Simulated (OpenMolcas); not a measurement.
Ni4+, Pd4+, Pt4+: d6 down the group

```yaml
Program: OpenMolcas 26.06
Method: CASSCF
Basis: ANO-RCC-VQZP
Scalar_Hamiltonian: DKH2, point nucleus
Spin-orbit_coupling: RASSI with atomic mean-field integrals over the reference wave functions, term energies averaged over their components
```

Active space for each ion: 6 electrons in 5 orbitals (d).

Computed levels in cm-1 above 5D4:

```
                               Level   Ni4+   Pd4+   Pt4+
                                 5D3    846   1975   7404
                                 5D2   1433   3101   7193
                                 5D1   1810   3849  11133
                                 5D0   1994   4204  11547
                                 3H6  29588  22282  23705
                                 3H5  30007  22820  23785
                              3F3(1)  34289  26004  28436
                              3F2(1)  34659  26907  29587
                              3P1(1)  34699  29063  45143
weight of 5D in the lowest level (%)    100     98     84
```

Mixed levels, with the weight of the term that names them: Pt4+ 5D2 (66 %), Pt4+ 3H5 (54 %), Pt4+ 3F3(1) (53 %), Pt4+ 3F2(1) (73 %), Pt4+ 3P1(1) (68 %).

Measured, with the error of the calculation in %. Measured levels: Ni4+ from Corliss and Sugar, J. Phys. Chem. Ref. Data 10, 197 (1981).

```json
{"Level": "5D3", "Ni4+": "890 (-4.9)"}
{"Level": "5D2", "Ni4+": "1490 (-3.8)"}
{"Level": "5D1", "Ni4+": "1872 (-3.3)"}
{"Level": "5D0", "Ni4+": "2058 (-3.1)"}
{"Level": "3H6", "Ni4+": "27111 (+9.1)"}
{"Level": "3H5", "Ni4+": "27578 (+8.8)"}
{"Level": "3F3(1)", "Ni4+": "29571 (+16.0)"}
{"Level": "3F2(1)", "Ni4+": "29899 (+15.9)"}
{"Level": "3P1(1)", "Ni4+": "28698 (+20.9)"}
```

The fine-structure level 5D0 changes by a factor of 5.79 from Ni4+ to Pt4+.

Without spin-orbit coupling 3H lies 29171, 21328, 19496 cm-1 above 5D in that order; the difference to the level 3H6, of either sign, comes from spin-orbit coupling, which also lowers the zero.

Without dynamic correlation excited terms often stand tens of per cent too high (terms of higher spin than the ground term too low), and those without a measured partner can miss by more than the paired ones. Measured partners are found by configuration, term and J. A level has none where our copy of the source lacks it or the pairing is in doubt (some pairs that miss far off the trend of their configuration count as doubtful), and it then counts in no deviation. Levels of configurations outside the active space are missing.

A number in round brackets counts repeated terms of one configuration in the order of the reference energies.
